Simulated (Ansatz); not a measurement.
PN, closed-shell singlet (the spin of the measured ground state), most abundant isotopes (14.0031 and 30.9738 u). Constants from fifth-degree fits in 1/R to seven points on the lowest solution found; no spin–orbit coupling, no relativity up to Kr; ω_e x_e and α_e move by some per cent with the fit.

Frozen-core correlation. CBS: X⁻³ extrapolation of the correlation energy, Hartree–Fock from the larger set.

Run with Ansatz (Gaussian orbitals). Values without a source in brackets are computed.

```csv
level,r_e (Å),ω_e (cm⁻¹),ω_e x_e (cm⁻¹),α_e (cm⁻¹)
PBE/def2-TZVPP,1.4997,1339.5,5.85,0.00502
"CCSD(T)/CBS(aug-cc-pV(Q+d)Z, aug-cc-pV(5+d)Z)",1.4934,1345.5,6.59,0.00534
```

D_e from total energies of the atoms and the molecule: 6.75 eV at PBE/def2-TZVPP.

Problem. Derive the rotational constants, the centrifugal constant, the fundamental, the zero-point energy and the force constant, and test the Morse rule for the well depth.

Solution. 
μ = 9.64336 u.
- PBE/def2-TZVPP: B_e = 16.8576/(μ r_e²) = 0.77720 cm⁻¹; B₀ = B_e − α_e/2 = 0.77469 cm⁻¹; D = 4B_e³/ω_e² = 1.05e-06 cm⁻¹; fundamental ω_e − 2ω_e x_e = 1328 cm⁻¹; zero-point energy ω_e/2 − ω_e x_e/4 = 668 cm⁻¹; k = μ(2πcω_e)² = 1020 N/m; the line J = 1 ← 0 at 2B₀ = 46.45 GHz; a Morse well would hold ω_e²/(4ω_e x_e) = 9.51 eV against the computed D_e of 6.75 eV
- CCSD(T)/CBS(aug-cc-pV(Q+d)Z, aug-cc-pV(5+d)Z): B_e = 16.8576/(μ r_e²) = 0.78378 cm⁻¹; B₀ = B_e − α_e/2 = 0.78111 cm⁻¹; D = 4B_e³/ω_e² = 1.06e-06 cm⁻¹; fundamental ω_e − 2ω_e x_e = 1332 cm⁻¹; zero-point energy ω_e/2 − ω_e x_e/4 = 671 cm⁻¹; k = μ(2πcω_e)² = 1030 N/m; the line J = 1 ← 0 at 2B₀ = 46.83 GHz

Doubts at one or more of the structures used: a restricted determinant that unrestricted orbitals would lower (CCSD(T)/CBS(aug-cc-pV(Q+d)Z, aug-cc-pV(5+d)Z)).

Measured for the ground state: r_e 1.4909 Å [microwave values compiled in ACS Omega 2, 8373 (2017)]; ω_e 1336.9 cm⁻¹ [Irikura, J. Phys. Chem. Ref. Data 36, 389 (2007)].

Ansatz is a program for electronic structure.
